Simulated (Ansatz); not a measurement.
Input file for Ansatz (a first-principles code): U-CCSD(T)/cc-pVTZ on AsN, a point of a bond scan (R = 1.450 Å). The run froze 15 orbitals, filled d shells among them.

Ansatz 0.2 input:
```yaml
crystal:
  periodic: [false, false, false]
  atoms:
    - {symbol: As, position_ang: [-0.00000000, -0.00000000, -0.28199367]}
    - {symbol: N, position_ang: [0.00000000, 0.00000000, 1.16825947]}
basis:
  gaussian:
    orbitals: cc-pVTZ
correlation: {method: ccsd_t, electrons: outside_noble_gas}
scf: {omitted_lower_state_checks: [cluster_reference]}
magnetization: {spin_polarized: true, initial_magnetization: 0}
```

Output:

```
WARN ansatz: RAYON_NUM_THREADS=1 ignored (pool sized by the plan → 1); use --threads N
Functional definition: HF
these checks for a lower state are left out or cut short: cluster_reference
integrals: 0.07 GiB planned
468 factors; integrals over basis functions are off by at most 1.3e-3 eV
mean field: 0.19 GiB planned
mean field evaluation 1: about -62272.1142 eV, gradient 3.0e1 eV
mean field evaluation 2: about -62272.2443 eV, gradient 3.0e1 eV
mean field evaluation 4: about -62276.3668 eV, gradient 1.9e0 eV
mean field evaluation 8: about -62276.4019 eV, gradient 2.4e-1 eV
mean field evaluation 16: about -62276.4521 eV, gradient 5.7e-1 eV
mean field evaluation 32: about -62276.4699 eV, gradient 1.9e-1 eV
mean field -62276.47360770 eV, -2288.6181925731 hartree, gradient 6.1e-6 eV, S^2 0.371285; 3 other end points of the search recorded, 0 dependent functions left out
15 core orbitals not correlated
reference -62276.47360770 eV, -2288.6181925731 hartree; 5, 5 occupied and 53, 53 virtual orbitals, 468 factors
second order -8.01401042 eV of doubles, -0.00000000 eV of singles
coupled cluster: 0.16 GiB planned
cycle   1  -7.95291698 eV  change    6.1e-2 eV  update   1.3e-1
cycle   2  -8.42164693 eV  change   -4.7e-1 eV  update   5.8e-2
cycle   3  -8.70124018 eV  change   -2.8e-1 eV  update   4.9e-2
cycle   4  -8.76672089 eV  change   -6.5e-2 eV  update   2.2e-2
cycle   5  -8.77547847 eV  change   -8.8e-3 eV  update   6.1e-3
cycle   6  -8.77603582 eV  change   -5.6e-4 eV  update   2.1e-3
cycle   7  -8.77595345 eV  change    8.2e-5 eV  update   6.2e-4
cycle   8  -8.77580098 eV  change    1.5e-4 eV  update   2.1e-4
cycle   9  -8.77577035 eV  change    3.1e-5 eV  update   7.3e-5
cycle  10  -8.77575375 eV  change    1.7e-5 eV  update   2.4e-5
cycle  11  -8.77577241 eV  change   -1.9e-5 eV  update   8.8e-6
cycle  12  -8.77577301 eV  change   -5.9e-7 eV  update   3.0e-6
coupled cluster: 0.17 GiB planned
perturbative correction -0.50933440 eV, -0.0187176941 hartree
Total energy: -62285.75871511 eV, -2288.9594139767 hartree
Checks for a lower state left out: cluster_reference
```

Self-consistency was reached. Its determinant has ⟨S²⟩ = 0.37, a mixture of spin states.

Cost: around 3 core-seconds (rough).
